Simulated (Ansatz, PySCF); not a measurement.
Ti(Br)(SH)3 (BrH3S3Ti), SMILES [SH][Ti]([SH])([SH])[Br], multiplicity 1. Atoms are numbered in the order given.

```xyz
8

Ti    -0.2820     0.2424    -0.0616
Br     1.6808    -1.0013     0.1545
S     -0.2869     2.1273     1.1505
H      0.0472     1.3887     2.2415
S     -0.6161     0.9209    -2.1812
H     -1.9510     0.8270    -1.9610
S     -2.0966    -0.8750     0.6845
H     -1.6703    -1.9715     0.0045
```
Charge 0, spin multiplicity 1.

Coordinates come from a PBE0-D3(BJ)/def2-SVP optimisation. The spin state was assumed, not searched. Other conformers were not sampled.

Two levels are set side by side: PBE-D3(BJ)/def2-SVP (Ansatz, an electronic-structure program) and PBE0-D3(BJ)/def2-SVP (Ansatz). Each level has its own optimised geometry; the coordinates shown are those of the second. Frequencies come from the Hessian of PySCF at each geometry. Differences are taken from unrounded values.

| quantity | PBE0-D3(BJ) |
|---|---|
| mean bond length (Å) | 1.880 |
| bond Ti1–Br2 (Å) | 2.334 |
| bond Ti1–S3 (Å) | 2.241 |
| bond Ti1–S5 (Å) | 2.250 |
| bond Ti1–S7 (Å) | 2.258 |
| bond S3–H4 (Å) | 1.359 |
| bond S5–H6 (Å) | 1.356 |
| bond S7–H8 (Å) | 1.359 |
| highest harmonic wavenumber (cm⁻¹) | 2689 |
| mean harmonic wavenumber (cm⁻¹) | 687 |
| zero-point energy (kcal/mol) | 17.67 |

What does PBE-D3(BJ) give, and how far is it from PBE0-D3(BJ)? (Estimate from the structure and the level; the computed values follow.)


```json
[
 {"quantity": "mean bond length (Å)", "PBE-D3(BJ)": "1.896", "PBE-D3(BJ) minus PBE0-D3(BJ)": "0.016"},
 {"quantity": "bond Ti1–Br2 (Å)", "PBE-D3(BJ)": "2.351", "PBE-D3(BJ) minus PBE0-D3(BJ)": "0.017"},
 {"quantity": "bond Ti1–S3 (Å)", "PBE-D3(BJ)": "2.262", "PBE-D3(BJ) minus PBE0-D3(BJ)": "0.021"},
 {"quantity": "bond Ti1–S5 (Å)", "PBE-D3(BJ)": "2.272", "PBE-D3(BJ) minus PBE0-D3(BJ)": "0.022"},
 {"quantity": "bond Ti1–S7 (Å)", "PBE-D3(BJ)": "2.278", "PBE-D3(BJ) minus PBE0-D3(BJ)": "0.020"},
 {"quantity": "bond S3–H4 (Å)", "PBE-D3(BJ)": "1.371", "PBE-D3(BJ) minus PBE0-D3(BJ)": "0.012"},
 {"quantity": "bond S5–H6 (Å)", "PBE-D3(BJ)": "1.368", "PBE-D3(BJ) minus PBE0-D3(BJ)": "0.012"},
 {"quantity": "bond S7–H8 (Å)", "PBE-D3(BJ)": "1.370", "PBE-D3(BJ) minus PBE0-D3(BJ)": "0.012"},
 {"quantity": "highest harmonic wavenumber (cm⁻¹)", "PBE-D3(BJ)": "2591", "PBE-D3(BJ) minus PBE0-D3(BJ)": "-98"},
 {"quantity": "mean harmonic wavenumber (cm⁻¹)", "PBE-D3(BJ)": "660", "PBE-D3(BJ) minus PBE0-D3(BJ)": "-27"},
 {"quantity": "zero-point energy (kcal/mol)", "PBE-D3(BJ)": "16.98", "PBE-D3(BJ) minus PBE0-D3(BJ)": "-0.69"}
]
```

Exact exchange shortens and stiffens bonds; PBE has none. Differences between two approximate levels are no errors against the true value.
